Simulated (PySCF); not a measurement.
C₆ coefficients of unlike pairs at PBE

Calculated with PySCF 2.14 from the dipole response of each species, C₆(A,B) = (3/π) ∫ α_A(iu) α_B(iu) du, in atomic units, from isotropic polarisabilities. For ions this is the dispersion term alone; charge-induced terms of lower order in 1/R come first.

| species | configuration | basis | relativity | α (bohr³) | C₆ (like pair) |
| --- | --- | --- | --- | --- | --- |
| K | [Ar] 4s1 (2S) | aug-cc-pVQZ-X2C (8s7p5d3f2g) | spin-free X2C | 315.3 | 4381 |
| Mn³⁺ | [Ar] 3d4 (5D) | def2-QZVPPD (11s6p5d4f2g) | none | 2.041 | 5.036 |
| Ru⁺ | [Kr] 4d7 (4F) | aug-cc-pVDZ-PP with ECP28MDF (5s5p4d2f) | core potential | 15.23 | 93.58 |
| Hf²⁺ | [Xe] 4f14 5d2 (3F) | def2-QZVPPD with the def2 core potential (60 electrons) (7s6p4d3f2g) | core potential | 15.65 | 78.23 |

Estimate C₆ for Ru⁺ with K.

The integral gives 398.7. The combination rule 2 C_A C_B / (C_A α_B/α_A + C_B α_A/α_B) gives 381.5 and the geometric mean 640.3.

No spin-orbit coupling is included.

The other pairs:

```json
{"pair": "Ru⁺, Mn³⁺", "C₆": "20.08"}
{"pair": "Mn³⁺, K", "C₆": "61.80"}
{"pair": "Hf²⁺, Mn³⁺", "C₆": "17.78"}
{"pair": "Hf²⁺, K", "C₆": "393.0"}
{"pair": "Hf²⁺, Ru⁺", "C₆": "85.28"}
```
